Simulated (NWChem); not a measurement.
Species: fluoroethane (C2H5F); SMILES CCF

All runs: NWChem. Pople sets run with spherical d functions. Coordinates come from a PBE0/def2-SVP optimisation. B3LYP is NWChem's, with the RPA form of VWN correlation. Total energies compare along this basis series because the functional is fixed.

```csv
level,basis functions,energy (Ha),highest occupied level (eV),orbital gap (eV),dipole (D)
B3LYP/STO-3G,20,-176.6465,-4.71,13.43,0.95
B3LYP/3-21G,37,-178.0827,…,…,1.69
B3LYP/6-31G*,52,-179.0535,-8.70,11.46,1.64
B3LYP/6-31+G*,64,-179.0703,-9.15,9.48,1.99
B3LYP/def2-SVP,67,-178.9249,-8.86,10.53,1.73
B3LYP/def2-SVPD,103,-178.9429,-9.18,9.67,1.92
B3LYP/def2-TZVP,123,-179.1421,-9.10,10.14,1.82
B3LYP/6-311++G**,101,-179.1225,-9.17,8.93,2.00
B3LYP/aug-cc-pVTZ,253,-179.1390,-9.14,8.84,1.86
```

Problem. What belongs in the gaps?

Solution. 
- B3LYP/3-21G, highest occupied level (eV): -8.29
- B3LYP/3-21G, orbital gap (eV): 11.64
